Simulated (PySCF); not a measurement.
# C₆ coefficients of unlike pairs at UHF

Calculated with PySCF 2.14 from the dipole response of each species, C₆(A,B) = (3/π) ∫ α_A(iu) α_B(iu) du, in atomic units, from isotropic polarisabilities. For ions this is the dispersion term alone; charge-induced terms of lower order in 1/R come first.

```json
{"species": "Se⁺", "configuration": "[Ar] 3d10 4s2 4p3 (4S)", "basis": "aug-cc-pVTZ-PP with one added diffuse shell each of s, d, f type with ECP10MDF (7s5p5d3f)", "relativity": "core potential", "α (bohr³)": "14.18", "C₆ (like pair)": "86.62"}
{"species": "Tl", "configuration": "[Xe] 4f14 5d10 6s2 6p1 (2P)", "basis": "aug-cc-pwCVTZ-PP with ECP60MDF (8s7p6d4f1g)", "relativity": "core potential", "α (bohr³)": "76.91", "C₆ (like pair)": "838.8"}
{"species": "Rh⁺", "configuration": "[Kr] 4d8 (3F)", "basis": "def2-QZVPPD with the def2 core potential (28 electrons) (7s5p4d4f2g)", "relativity": "core potential", "α (bohr³)": "11.36", "C₆ (like pair)": "69.30"}
{"species": "Sr", "configuration": "[Kr] 5s2 (1S)", "basis": "aug-cc-pwCVTZ-X2C (10s9p7d3f)", "relativity": "spin-free X2C", "α (bohr³)": "232.7", "C₆ (like pair)": "4055"}
```

Estimate C₆ for Tl with Se⁺.

The integral gives 248.3. The combination rule 2 C_A C_B / (C_A α_B/α_A + C_B α_A/α_B) gives 232.7 and the geometric mean 269.5.

No spin-orbit coupling is included.

The other pairs:

```json
{"pair": "Sr, Se⁺", "C₆": "440.8"}
{"pair": "Sr, Rh⁺", "C₆": "362.5"}
{"pair": "Sr, Tl", "C₆": "1734"}
{"pair": "Rh⁺, Tl", "C₆": "211.5"}
{"pair": "Rh⁺, Se⁺", "C₆": "76.04"}
```
